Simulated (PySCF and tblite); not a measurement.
Values are calculated unless marked as measured or tabulated.
System: C7H11N, numbered as in [CH2:1]=[CH:2][C@H:3]1[CH:4]=[CH:5][CH2:6][CH2:7][NH:8]1.

For the pyramidal inversion at N8: electronic barrier 2.51 kcal/mol, zero-point change -1.23 kcal/mol, thermal and entropy terms at 350 K a further -0.03 kcal/mol (symmetry numbers apart). The minimum is C1, the saddle C1. Geometries: GFN2-xTB; energies: PBE0/pcSseg-1 + D3(BJ); zero-point and thermal terms from GFN2-xTB harmonic modes (soft modes blended into free rotors). Rates follow Eyring's equation with the number of equivalent paths and no tunnelling. Run with tblite and PySCF.

Problem. How many equivalent paths lead out of the minimum?

Solution. 1: the symmetry number of the minimum is 1, that of the saddle displaced along its mode 1.

Problem. Work out the rate at 350 K.

Solution. ΔG‡ = 1.25 kcal/mol; k_B T/h = 7.3×10¹² s⁻¹; exp(−ΔG‡/RT) = 0.17; times 1 gives k = 1.2×10¹² s⁻¹. Wigner's tunnelling factor for the 616i cm⁻¹ mode would be 1.27.
